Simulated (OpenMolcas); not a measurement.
Computed transition rates of P+

```yaml
Program: OpenMolcas 26.06
Method: "MS-RASPT2, IPEA 0.25 Eh, imaginary shift 0.1 Eh (closed shells correlated: 2s 2p)"
Basis: ANO-RCC [8s7p5d4f2g]
Scalar_Hamiltonian: DKH2, point nucleus
Active_space: 4 electrons in 9 orbitals (RAS2 3s 3p; RAS3 3d, at most 2 electrons)
State_averaging: 2S+1 = 3 even, 6 roots; 2S+1 = 1 even, 11 roots; 2S+1 = 5 odd, 1 root; 2S+1 = 3 odd, 8 roots; 2S+1 = 1 odd, 8 roots
Spin-orbit_coupling: state interaction with AMFI integrals over the reference wave functions, term energies averaged over their components
```

Rates come from the transition moments of the reference wave functions (E1 and E2 in the length form). At fixed line strength A goes as λ^-3 for E1 and M1 and as λ^-5 for E2, so a rate at the computed wavelength can be rescaled to the measured one. Measured vacuum wavelengths follow from level energies in NIST Handbook of Basic Atomic Spectroscopic Data. Branching counts decays inside the model space alone, at computed energies, and the table is only a selection of the E2 and M1 lines, drawn from those between levels with measured partners whose computed energy lies within a factor of 1.5 of the measured one.

```csv
Upper,Lower,Type,λ computed (nm),λ measured (nm),A computed (s-1),A rescaled (s-1),Branching %
3s2 3p2 3P1,3s2 3p2 3P0,M1,68540,60640,5.61e-05,8.10e-05,100.0
3s2 3p2 3P2,3s2 3p2 3P1,M1,36610,32870,2.76e-04,3.81e-04,100.0
3s2 3p2 1D2,3s2 3p2 3P2,M1,1188,1189,1.30e-02,,72.8
3s2 3p2 1D2,3s2 3p2 3P1,M1,1151,1147,4.77e-03,,26.7
3s2 3p2 1S0,3s2 3p2 1D2,E2,783.5,787.8,1.46e+00,1.42e+00,89.1
3s2 3p2 1S0,3s2 3p2 3P1,M1,466.2,467.1,1.75e-01,,10.7
```

Spin-changing lines and M1 lines between different terms are not rescaled, since their strength hangs on the term gaps too.

The largest correction is for 3s2 3p2 3P1 → 3s2 3p2 3P0 (M1): 5.61e-05 × (68540 / 60640)^3 = 8.10e-05 s-1, a factor of 1.44.

No measured rate stands beside these. Rescaling mends the energy factor alone: line strengths can still be far off where a level mixes with configurations outside the active space, and weak or spin-changing lines hang on small mixing coefficients that depend on the term gaps too, so rescaling need not improve them.

CASPT2 does not keep the components of a term degenerate, so their means are used; among the terms shown or strongly mixed into the levels shown the widest spread is 26 cm-1 (3s2 3p2 1D). Over all roots computed the reference weight is 0.92 to 0.99; the roots of lowest weight are the least certain, and an intruder state may touch them. The run also gave levels led by 3s 3p2 3d, 3s2 3p 3d, which use shells meant for correlation; these and all levels above them are left out. Computed and measured levels are paired by configuration, term and J; levels that our copy of the source lacks, or whose pairing is in doubt (as where it misses far off the trend of its configuration), stay unpaired. Levels of configurations outside the active space are missing.
